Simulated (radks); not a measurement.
Task: The mean radii <r> (bohr) of the occupied orbitals of an atom or ion are listed with their occupations. Method: Dirac Kohn-Sham, PBE, spin-unpolarised, spherical densities, point nucleus; computed with a radial shooting solver on a logarithmic mesh with Libxc functionals.

| orbital | occ. | <r> |
|---|---|---|
| 1s1/2 | 2 | 0.02611 |
| 2s1/2 | 2 | 0.1117 |
| 2p1/2 | 2 | 0.09403 |
| 2p3/2 | 4 | 0.09992 |
| 3s1/2 | 2 | 0.2987 |
| 3p1/2 | 2 | 0.2887 |
| 3p3/2 | 4 | 0.3005 |
| 3d3/2 | 4 | 0.2714 |
| 3d5/2 | 6 | 0.2751 |
| 4s1/2 | 2 | 0.6947 |
| 4p1/2 | 2 | 0.7206 |
| 4p3/2 | 4 | 0.7481 |
| 4d3/2 | 4 | 0.8307 |
| 4d5/2 | 6 | 0.8411 |
| 5s1/2 | 2 | 1.739 |
| 5p1/2 | 2 | 2.009 |
| 5p3/2 | 4 | 2.101 |

Name the element and its charge. Open shells, if any, fill j = l - 1/2 first.

Result: Z = 55, caesium, charge +1: Cs+ in [Xe]. The 1s radius gives Z: for a bare nucleus <r> = (2 gamma + 1)/(2Z) with gamma = sqrt(1 - (Z/c)^2), 0.02574 bohr for Z = 55, and screening makes it slightly larger (0.02611 here). The occupations add up to 54, and the charge is Z minus that.
